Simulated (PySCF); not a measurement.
**A small calculation by hand: entropy of an ideal gas**

SiFCl2Br, SMILES Br[Si](F)(Cl)Cl.

Geometry optimised at ωB97X-D3(BJ)/def2-SVP.

PySCF with ωB97X-D3(BJ)/def2-SVP gives the harmonic wavenumbers 137, 148, 215, 239, 266, 418, 610, 663, 948 cm⁻¹ and the rotational temperatures 0.0860, 0.0538, 0.0433 K. The molar mass is 197.89 g/mol, the symmetry number 1, the spin multiplicity 1.

Work out the entropy at 298.15 K and 1 atm in the rigid-rotor, harmonic-oscillator model.


Translation (Sackur–Tetrode at 1 atm): S = R[1.5 ln M + 2.5 ln T − 1.16487] = 174.7 J/(mol K).
Rotation: q = (√π/σ) T^1.5/√(θA θB θC) = 645000, S = R[ln q + 3/2] = 123.7 J/(mol K).
Vibration: with u = 1.4388 ν/T, each mode gives R[u/(e^u − 1) − ln(1 − e^−u)]:
```csv
ν (cm⁻¹),modes,u,S (J/(mol K))
137,1,0.66,11.90
148,1,0.71,11.29
215,1,1.04,8.37
239,1,1.15,7.57
266,1,1.28,6.79
418,1,2.02,3.76
610,1,2.94,1.81
663,1,3.20,1.48
948,1,4.57,0.48
```
These are all the modes. Sum 53.5 J/(mol K).
Spin: R ln 1 = 0.0 J/(mol K).
Total 351.8 J/(mol K); the program's own thermochemistry gives 351.8. Translation makes up 50 % and vibration 15 %. Anharmonicity, hindered rotation and orbital degeneracy are left out.
